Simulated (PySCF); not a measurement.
What settings do to a single point of [Eu(PH3)]3+

The sound run of [Eu(PH3)]3+ (singlet in the valence; each metal's 4f electrons, 6 of them, lie in its core potential, out of spins and levels) uses PySCF 2.14.0, RKS r2SCAN, Eu lcecp-1-SVP with ECP52, P def2-SVP, H def2-SVP; non-relativistic Hamiltonian with scalar-relativistic core potentials where named; density fitting; no spin-orbit coupling, grid (50, 194), threshold 1e-8 Eh and 55 cycles, at the relaxed geometry:

```xyz
5

Eu    0.0000    0.0000   -0.4427
P     0.0000    0.0000    2.5120
H     1.3248    0.0000    3.0467
H    -0.6624    1.1473    3.0467
H    -0.6624   -1.1473    3.0467
```

There Eu1 has a Mulliken charge of 2.33 e and the dipole about the centre of mass is 2.58 D. Each run below changes one thing and starts from free metal ions and neutral atoms unless it says otherwise; with 55 cycles, smearing, a level shift and second-order steps follow where DIIS fails, and their cycles count. Energy shifts count from the sound run. On f atoms grids over 110 angular points are at least (60, 302).

```csv
change,outcome,cycles,energy shift (eV),largest force component (eV/Å),charge on Eu1 (e),dipole about the centre of mass (D)
"H4 put 0.8 Å from Eu1, limit 61 cycles",not converged,61,–,–,–,–
"grid (30, 86)",converged,11,0.0403,0.10,2.33,2.59
start from a density of up to 30 smeared cycles (not counted),converged,7,0.0000,0.01,2.33,2.58
cycle limit 8,not converged,8,–,–,–,–
```

How does the run with this change end: threshold 0.001?

outcome converged, cycles 7, energy shift (eV) 0.0009, largest force component (eV/Å) 0.04, charge on Eu1 (e) 2.32, dipole about the centre of mass (D) 2.70.

Forces carry noise of the integration grid, about 0.01 to 0.03 eV/Å.

No frequency check is given that shows the relaxed geometry to be a minimum. An lcecp potential fixes the number of 4f electrons, so in runs with it no electron can move into or out of that shell.
